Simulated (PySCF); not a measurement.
## Correlation energy of Kr (krypton, neutral)

[Kr], closed-shell 1S. All numbers are calculated (PySCF 2.14, the spin-free X2C one-electron Hamiltonian (Gaussian nucleus), in x2c-TZVPall). Frozen: [Ar] 3d10; 8 electrons correlated.

MP2 pair energies summed by pair of shells (mhartree):

```
 pair   energy  share (%)
4p-4p  -124.91       72.5
4s-4p   -40.03       23.2
4s-4s    -7.45        4.3
```

Total MP2 correlation energy: -172.39 mhartree.

Same-spin part -42.92 and opposite-spin part -129.47 mhartree; SCS-MP2 scales them by 1/3 and 6/5 to -169.67 mhartree.

```csv
level,correlation energy (mhartree)
CCSD,-187.71
(T),-5.51
CCSD(T),-193.22
```

Diagnostics: T1 = 0.0020, D1 = 0.0054, largest double amplitude 0.042.

Is a single reference adequate?

Yes, within this model without spin-orbit coupling: T1 lies below 0.03 and no double amplitude reaches 0.07.
